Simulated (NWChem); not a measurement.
Species: CH6BN; SMILES BNC

```xyz
9

B      0.2353    -1.3614     0.0000
H     -0.4266    -2.3743     0.0000
H      1.4464    -1.3842     0.0000
N     -0.4167    -0.1364     0.0000
C      0.1818     1.1752     0.0000
H     -1.4311    -0.1255     0.0000
H     -0.1074     1.7594     0.8904
H     -0.1074     1.7594    -0.8904
H      1.2756     1.0760     0.0000
```
Atoms are numbered in this order, from 1.

All runs use the structure optimised with PBE0/def2-SVP.

Symmetry labels are those of Cs in the frame above (b1 and b2, or b-type labels, depend on it). States above −ε(HOMO) = 7.7 eV lie in this functional's continuum and hang on the basis.

### Question
List the 4 lowest vertical singlet excitations from B3LYP/def2-SVPD, TDA (NWChem).

### Answer
```json
[
 {"state": "S1", "energy (eV)": "6.92", "oscillator strength": "0.002", "symmetry": "a\"", "leading excitation (squared amplitude)": "HOMO → LUMO+1 (0.98)"},
 {"state": "S2", "energy (eV)": "7.22", "oscillator strength": "0.000", "symmetry": "a\"", "leading excitation (squared amplitude)": "HOMO−1 → LUMO (0.99)"},
 {"state": "S3", "energy (eV)": "7.59", "oscillator strength": "0.317", "symmetry": "a'", "leading excitation (squared amplitude)": "HOMO → LUMO (0.93)"},
 {"state": "S4", "energy (eV)": "7.92", "oscillator strength": "0.024", "symmetry": "a\"", "leading excitation (squared amplitude)": "HOMO → LUMO+2 (0.91)"}
]
```
